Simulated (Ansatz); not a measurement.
InH2(vinyl) (C2H5In), relaxed as a singlet with RKS PBE-D4/def2-TZVP in Ansatz, starting from the GFN2-xTB geometry. Force threshold 0.02 eV/Å.

In the def2 sets In takes a core potential; there is no spin–orbit coupling.

Start:

```xyz
8

In    0.070   -0.642   -1.472
H     1.563   -1.018   -2.288
H    -1.277   -0.591   -2.576
C    -0.094   -0.310    0.709
C    -0.030    0.894    1.259
H    -0.230   -1.170    1.362
H     0.107    1.794    0.674
H    -0.108    1.043    2.331
```

```
         step  energy (eV)  largest force component (eV/Å)  SCF passes
            1   -7325.3219                           0.935          20
            2   -7325.3513                           0.260          21
            3   -7325.3713                           0.121          22
 4 (rejected)   -7325.3691                           0.183          21
            5   -7325.3724                           0.038          22
            6   -7325.3764                           0.096          19
            7   -7325.3775                           0.058          22
            8   -7325.3909                           0.233          19
            9   -7325.4026                           0.337          19
           10   -7325.4460                           0.175          19
           11   -7325.4736                           0.121          19
           12   -7325.4859                           0.176          19
13 (rejected)   -7325.4677                           0.453          19
           14   -7325.4964                           0.061          20
           15   -7325.4993                           0.015          21
           16   -7325.5000                           0.031          21
           17   -7325.5000                           0.016          23
```

Force components are those of the run's own axes.

End:

```xyz
8

In    0.180   -0.653   -1.457
H     0.941   -2.043   -2.166
H    -0.714    0.501   -2.404
C     0.274   -0.260    0.657
C    -0.323    0.817    1.190
H     0.811   -0.936    1.332
H    -0.880    1.538    0.583
H    -0.290    1.037    2.265
```

By distances, no bond broke or formed. The bond that changes most is In1–C4, from 2.21 to 2.15 Å (atoms count from 1).

The force fell under the threshold at step 15, but the optimiser went on. No frequencies were taken in this run, so the end may be a saddle point.

Hardware: 4 threads of Arm Neoverse V2 on a shared host. Wall time 11 s.
